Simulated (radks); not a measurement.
Question: The mean radii <r> (bohr) of the occupied orbitals of an atom or ion are listed with their occupations. All-electron calculation, scalar-relativistic Kohn-Sham, PBEsol, spin-unpolarised, spherical densities, finite nucleus; Fermi nuclear charge, rms radius of each element as measured or else 0.836 A^(1/3) + 0.57 fm. Program: a radial shooting solver on a logarithmic mesh with Libxc functionals.

orbital  occ.      <r>
1s          2  0.02191
2s          2  0.09252
2p          6  0.08157
3s          2   0.2277
3p          6   0.2227
3d          1   0.1972

Name the element and its charge.

Answer: Z = 64, gadolinium, charge +45: Gd45+ in [Ar] 3d1. The 1s radius gives Z: for a bare nucleus <r> = (2 gamma + 1)/(2Z) with gamma = sqrt(1 - (Z/c)^2), 0.02163 bohr for Z = 64, and screening makes it slightly larger (0.02191 here). The occupations add up to 19, and the charge is Z minus that.
